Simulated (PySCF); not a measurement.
Several species in one continuum solvent.

All values: PBE0/pcSseg-1 (PySCF, non-relativistic), each on one gas-phase PBE0-D3(BJ)/def2-SVP geometry that isn't relaxed in the solvent. The solvent is an IEF-PCM continuum (van der Waals radii × 1.2). The model holds no explicit solvent molecules, cavitation or dispersion.

Problem. Order them by E(solvent) − E(gas) in dimethylsulfoxide (ε = 46.83), most negative first (kcal/mol).
A. `[CH3:1][CH2:2][C@@H:3]([CH2:4][O:5][CH3:6])[C@H:7]([F:8])[Cl:9]` with C1–C2–C3–C4 69°, C2–C3–C4–O5 -178°, C3–C4–O5–C6 -177°, C2–C3–C7–F8 59°
B. `[CH3:1][O:2][C@:3]([CH3:4])([CH2:5][F:6])[CH2:7][CH2:8][Cl:9]` with C1–O2–C3–C4 58°, O2–C3–C5–F6 77°, O2–C3–C7–C8 -54°, C3–C7–C8–Cl9 177°
C. `[CH3:1][C@@H:2]([F:3])[CH2:4][CH2:5][C@@H:6]([Cl:7])[CH2:8][OH:9]` with C1–C2–C4–C5 -178°, C2–C4–C5–C6 177°, C4–C5–C6–Cl7 62°, C5–C6–C8–O9 179°, C6–C8–O9–H 54°

Solution. C (-7.0), B (-5.5), A (-4.2).

```csv
SMILES,charge,ΔE (kcal/mol),polarisation term (kcal/mol),HOMO shift (eV),dipole gas (D),dipole solvent (D),atoms
C[C@@H](F)CC[C@@H](Cl)CO,0,-7.0,-7.7,+0.04,1.96,2.26,21
CO[C@](C)(CF)CCCl,0,-5.5,-6.2,+0.19,1.83,2.25,21
CC[C@@H](COC)[C@H](F)Cl,0,-4.2,-4.7,+0.20,2.97,3.72,21
```

The polarisation term is half the interaction of the solute with the induced surface charges.
